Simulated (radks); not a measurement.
The numbers below are computed, except where a source is named.
Coulomb parameter of the 3d shell of the cobalt ion Co3+ in the model configuration [Ar] 3d4.5 4p1.5, as a second difference U = [E(n + 1) + E(n - 1) - 2 E(n)] / (1)^2 with all orbitals relaxed. "Bare": the charge of the atom changes with n. "Screened": the 4p shell takes up the change at fixed total charge, which measures U(3d,3d) + U(4p,4p) - 2 U(3d,4p). Level of theory: scalar-relativistic Kohn-Sham, SCAN, spin-unpolarised, spherical densities, finite nucleus; meta-GGA in the generalised Kohn-Sham scheme; Fermi nuclear charge, rms radius 3.7875 fm (a radial shooting solver on a logarithmic mesh with Libxc functionals).

case            configuration  E - E(n) (eV)
start        [Ar] 3d4.5 4p1.5          0.000
bare +1      [Ar] 3d5.5 4p1.5        -48.758
bare -1      [Ar] 3d3.5 4p1.5         69.735
screened +1  [Ar] 3d5.5 4p0.5        -26.896
screened -1  [Ar] 3d3.5 4p2.5         33.383

U(bare) = 20.977 eV, U(screened by 4p) = 6.487 eV, against the Slater integral F0(3d,3d) = 28.793 eV with frozen orbitals.
